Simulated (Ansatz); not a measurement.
`[Cl][Ge][Cl]` + CH₃OH → `C[O][Ge][Cl]` + HCl at 400 K and 1 bar (ligand exchange at a Ge–Cl bond).

Program: Ansatz. Geometries: PBE0-D4/def2-TZVP. ΔE: electronic, gas phase. CCSD(T)/CBS adds triple-zeta CCSD(T) − MP2 to the extrapolated MP2 energy (def2 sets, frozen cores). This one scheme is used for every species. For Ge outer-core shells are correlated without core-valence functions, which leaves a few kJ/mol of doubt a bond. Scalar relativity is left out up to krypton. Each species was taken in one conformer, which may not be the lowest.

```csv
species,CCSD(T)/CBS energy (Eh),H − E (kJ/mol),S (J/(mol·K))
`[Cl][Ge][Cl]`,-2995.74627,24.5,311.4
CH₃OH,-115.61712,151.2,252.6
`C[O][Ge][Cl]`,-2650.97453,139.2,359.7
HCl,-460.38127,29.6,195.4
```

H − E and S are ideal-gas, rigid-rotor, harmonic terms from PBE0-D4/def2-TZVP, for one conformer and one mirror image of each species. 1 Eh = 2625.50 kJ/mol, R = 8.31446 J/(mol·K).

**Question.** By hand: ΔE, ΔH, ΔS and ΔG.

**Answer.** ΔE = (-2650.97453) + (-460.38127) − (-2995.74627) − (-115.61712) = 0.00759 Eh = 19.9 kJ/mol. Δ(H − E) = 139.2 + 29.6 − 24.5 − 151.2 = -6.9, so ΔH = 13.0 kJ/mol. ΔS = 359.7 + 195.4 − 311.4 − 252.6 = -8.9 J/(mol·K). ΔG = 13.0 − 400 × (-8.9)/1000 = 16.6 kJ/mol.

**Question.** By hand: the equilibrium constant, and the temperature at which ΔG would vanish if ΔH and ΔS stayed fixed.

**Answer.** log₁₀ K = −ΔG/(RT ln 10) = -2.2. ΔH and −TΔS have one sign here, so there is no such temperature.

The number of gas molecules stays the same, so ΔS is small and ΔH decides. A doubt of 5 kJ/mol in ΔE shifts log₁₀ K by 0.7 here. Other conformers and mirror images would add mixing entropy, several J/(mol·K) or more a flexible species. These are equilibria of isolated gas molecules and say nothing of rates. Largest T1 diagnostic: 0.015 (customary marks: 0.02 for closed shells, 0.045 for open ones).

ΔS is within the doubt of such terms, so its sign, and with it that verdict, could turn.
